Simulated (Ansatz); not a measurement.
Computed with Ansatz on PBE0-D4/def2-TZVP structures; ΔE is electronic, products minus reactants. CCSD(T)/CBS is the MP2 limit (def2-TZVPP, def2-QZVPP) plus CCSD(T) − MP2 in def2-TZVPP, frozen cores. This one scheme is used for every species. DFT in def2-TZVPP. HSE06 is defined as in plane-wave codes. Each species was taken in one conformer, which may not be the lowest.

Consider the formal exchange of groups at a B–C bond: `CB1C=N1` + CH₃NH₂ → `NCB1C=N1` + CH₄.

| level | ΔE (kJ/mol) | difference from CCSD(T)/CBS |
| --- | --- | --- |
| PBE0-D4 | 4.9 | -1.2 |
| r2SCAN0-D4 | 5.6 | -0.5 |
| HSE06-D4 | 5.0 | -1.1 |
| CAM-B3LYP-D4 | 5.1 | -1.0 |
| CAM-B3LYP | 6.8 | 0.7 |
| LC-ωPBE | 7.3 | 1.2 |
| CCSD(T)/def2-TZVPP | 4.6 | -1.5 |
| MP2/def2-QZVPP | 5.9 | -0.2 |
| SCS-MP2/def2-QZVPP | 6.6 | 0.5 |
| MP2/CBS(def2) | 6.2 | 0.1 |
| CCSD(T)/CBS | 6.1 | 0 |

Largest T1 diagnostic among the species: 0.011.

At CCSD(T), def2-SVP lies −3.8 kJ/mol from the extrapolated value and def2-TZVPP −1.5 kJ/mol. Leaving LDA and LC-ωPBE aside and taking each functional with its dispersion term where it has one, the values, not all of them listed here, spread over 4.6 kJ/mol, from revPBE-D4 to PBE-QIDH. In def2-TZVPP, CCSD(T) changes the Hartree–Fock value by −6.3 kJ/mol (the triples alone add −1.4 kJ/mol) and MP2 by −6.2 kJ/mol.
